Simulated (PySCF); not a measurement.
Species: C6H11NOSi2.
Structure used (PBE0-D3(BJ)/def2-SVP), in Å, numbered top down from 1:
```
atom  x, y, z in Å
N1     2.949    0.562    2.474
C2     2.459    0.173    1.496
C3     1.853   -0.315    0.304
C4     1.513    0.493   -0.719
C5     0.810    0.043   -1.945
Si6   -1.038   -0.176   -1.584
C7    -1.824    1.257   -0.625
C8    -2.772    0.640    0.429
Si9   -2.016   -1.020    0.950
O10   -1.188   -1.416   -0.463
H11    1.655   -1.391    0.258
H12    1.713    1.565   -0.614
H13    1.159   -0.949   -2.276
H14    0.947    0.746   -2.781
H15   -1.739   -0.531   -2.853
H16   -1.010    1.805   -0.122
H17   -2.339    1.985   -1.272
H18   -2.956    1.323    1.274
H19   -3.757    0.426   -0.022
H20   -3.028   -2.069    1.263
H21   -1.053   -0.905    2.085
```

Computed, not measured: PBE0-D3(BJ)/def2-SVP geometry optimisation, gas phase (PySCF).

Take the most abundant isotopes and a rigid rotor. The values belong to one conformer with, in the numbering `[N:1]#[C:2]/[CH:3]=[CH:4]/[CH2:5][Si@@H:6]1[CH2:7][CH2:8][SiH2:9][O:10]1`, C3–C4–C5–Si6 78°, C4–C5–Si6–C7 46°, C5–Si6–C7–C8 -138°, Si6–C7–C8–Si9 32°, C7–C8–Si9–O10 -28°, C8–Si9–O10–Si6 13°.

Q: Give the principal moments of inertia and the rotational constants in GHz.

A: Ia = 372.08, Ib = 752.34, Ic = 917.38 u·Å²; 505379 MHz·u·Å²/I gives 1358, 671.7 and 550.9 MHz, that is A = 1.3583, B = 0.6717, C = 0.5509 GHz.

Q: What kind of rotor is it?

A: An asymmetric top: κ = (2 × 671.7 − 1358 − 550.9)/(1358 − 550.9) = -0.70.

Q: Is it planar, by Δ = Ic − Ia − Ib?

A: Not planar: Δ = Ic − Ia − Ib = -207.04 u·Å². For a rigid frame Δ = −2 Σ m c², so Σ m c² = 103.52 u·Å² lies off the ab plane: 21.98 from hydrogen and 81.54 from heavier atoms. The atom farthest from that plane is 2.23 Å away.

Q: Where do the levels up to J = 3 lie, in MHz?

A: Above 0(0,0):
J = 1: 1(0,1) 1223, 1(1,1) 1909, 1(1,0) 2030
J = 2: 2(0,2) 3653, 2(1,2) 4234, 2(1,1) 4596, 2(2,1) 6656, 2(2,0) 6670
J = 3: 3(0,3) 7264, 3(1,3) 7712, 3(1,2) 8436, 3(2,2) 10324, 3(2,1) 10395, 3(3,1) 14067, 3(3,0) 14068
The levels of one J sum to (2J + 1)J(J + 1)(A + B + C)/3.

Q: Which lines would a microwave search look for?

A: The dipole components are |μa| = 3.79 D, |μb| = 2.84 D, |μc| = 0.73 D. The squared components, which scale the intensities, stand as 1.00 : 0.56 : 0.04 (a : b : c). Some lines, for components of 0.1 D or more:

| type | branch | J(Ka,Kc) | MHz | lower level (cm⁻¹) |
| --- | --- | --- | --- | --- |
| c | Q | 1(1,1) ← 1(0,1) | 687 | 0.041 |
| b | R | 2(0,2) ← 1(1,1) | 1744 | 0.064 |
| c | R | 1(1,0) ← 0(0,0) | 2030 | 0.000 |
| c | Q | 2(2,1) ← 2(1,1) | 2060 | 0.153 |
| a | R | 2(1,2) ← 1(1,1) | 2324 | 0.064 |
| a | R | 2(0,2) ← 1(0,1) | 2431 | 0.041 |
| a | R | 3(2,1) ← 2(2,0) | 3725 | 0.222 |
| a | R | 3(1,2) ← 2(1,1) | 3839 | 0.153 |
| c | R | 2(2,0) ← 1(1,0) | 4640 | 0.068 |
| b | R | 3(2,1) ← 2(1,2) | 6162 | 0.141 |
| b | R | 3(3,1) ← 2(2,0) | 7397 | 0.222 |
| c | R | 3(3,1) ← 2(2,1) | 7411 | 0.222 |

Q: Estimate the classical rotational partition function at 10 K, 25 K and 298.15 K.

A: Point group C1, symmetry number σ = 1; q = (√π/σ)·√((kT/h)³/(ABC)), k/h = 20836.6 MHz/K: 7520 at 10 K, 29700 at 25 K, 1220000 at 298.15 K.

No PBE0-D3(BJ)/def2-SVP frequencies stand behind this structure, so it isn't proved a minimum. No vibrational averaging or centrifugal distortion is included, and the geometry carries the error of its method. Quadrupole hyperfine structure (14N) is left out.
